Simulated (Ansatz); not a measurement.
Reactions of BrCdF, SMILES `[F][Cd][Br]`.

Program: Ansatz. Geometries: PBE0-D4/def2-TZVP. ΔE: electronic, gas phase. CBS: MP2 limit from def2 TZ/QZ plus the TZ coupled-cluster correction, frozen cores. This one scheme is used for every species, atoms too. DFT in def2-TZVPP. B3LYP here is the variant with VWN-RPA as its local correlation; programs differ in this. Open shells (•) are unrestricted, without spin–orbit coupling. Spin–orbit coupling would lower the free atoms: a little for F; clearly for Br. def2 core potentials past Kr. For Br, Cd outer-core shells are correlated without core-valence functions, so the limit isn't a true one: a few kJ/mol of doubt a bond, and 10 to 20 or more in all where bonds break to atoms. Scalar relativity is left out up to krypton. Each species was taken in one conformer, which may not be the lowest.

```csv
reaction,CCSD(T)/def2-SVP (kJ/mol),B3LYP-D4 (kJ/mol),CCSD(T)/CBS(def2) (kJ/mol)
`[F][Cd][Br]` + H₂O → `[OH][Cd][Br]` + H–F,32,32,28
`[F][Cd][Br]` + HBr → `[Br][Cd][Br]` + H–F,-107,-105,-115
`[F][Cd][Br]` + silanol → `[F][Cd][O][SiH3]` + HBr,108,118,121
`[F][Cd][Br]` + CH₄ → `[CH3][Cd][Br]` + H–F,53,50,43
`[F][Cd][Br]` → Br• + Cd (atom) + F•,532,555,598
`[F][Cd][Br]` + H–F → `[F][Cd][F]` + HBr,109,108,119
`[F][Cd][Br]` + H₂S → `[F][Cd][SH]` + HBr,52,47,48
`[F][Cd][Br]` + NH₃ → `[NH2][Cd][Br]` + H–F,45,47,40
`[F][Cd][Br]` + silanol → `[SiH3][O][Cd][Br]` + H–F,0,12,4
`[F][Cd][Br]` + NH₃ → `[NH2][Cd][F]` + HBr,147,146,151
```

Largest T1 diagnostic: 0.018, for `[F][Cd][F]`.
